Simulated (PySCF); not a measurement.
C2H7O, SMILES CC[OH2+], charge +1.

Geometry: B3LYP-D3(BJ)/def2-TZVP. The isomer is the one that the SMILES or the coordinates give; other isomers of the formula were not compared.

These are r2SCAN/def2-TZVPD run with PySCF values and carry that method's errors.

The molecule is in vacuum.

```json
{
 "total_energy": "-155.31913 hartree",
 "point_group": "Cs",
 "highest_occupied_level": "-14.67 eV",
 "lowest_empty_level": "-6.33 eV",
 "orbital_gap": "8.34 eV",
 "dipole_moment_about_the_centre_of_nuclear_charge": "2.34 D",
 "mean_static_polarisability": "29.6 bohr³ (4.38 Å³)",
 "polarisability_principal_values": "27.2, 28.4, 33.0 bohr³"
}
```
